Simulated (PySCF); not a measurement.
Dipole response of Sr²⁹⁺ (strontium, charge +29)

[He] 2s2 2p5, 2P determinant. All numbers are calculated (PySCF 2.14, no relativity, point nucleus, in an uncontracted even-tempered set (18 s from 8.7 bohr⁻², ratio 2.2; 11 p from 11 bohr⁻², ratio 2.2; 6 d from 52 bohr⁻², ratio 2.4; 5 f from 77 bohr⁻², ratio 2.4; 4 g from 120 bohr⁻², ratio 2.4)). Coupled (time-dependent) response in atomic units; α is the mean over directions.

| method | mean α (bohr³) | α xx, yy, zz | C₆ (like pair) | S(−4) |
| --- | --- | --- | --- | --- |
| UHF | 0.001305 | 0.002701, 0.0006071, 0.0006071 | 4.026e-05 | 1.552e-05 |
| PBE0 | 0.001320 | 0.002740, 0.0006105, 0.0006105 | 4.013e-05 | 1.795e-05 |

S(−4) is the Cauchy moment in α(ω) = α(0) + S(−4) ω² + …

Spin-orbit coupling is absent.

α(iu) at PBE0:

```tsv
u (hartree)	α(iu) (bohr³)
0	0.001320
3.00	0.001188
6.00	0.0009779
12.0	0.0007487
18.0	0.0006615
24.0	0.0006167
30.0	0.0005856
45.0	0.0005235
60.0	0.0004663
90.0	0.0003622
150	0.0002161
```

For an ion, C₆ is the dispersion term alone; charge-induced terms of lower order in 1/R come first.

The components differ because the open shell of this determinant is not spherical; for a pure term their mean is the scalar polarisability.

A non-relativistic calculation at this Z misses sizeable relativistic shifts. Spin-orbit coupling, absent here, splits the open shell strongly.
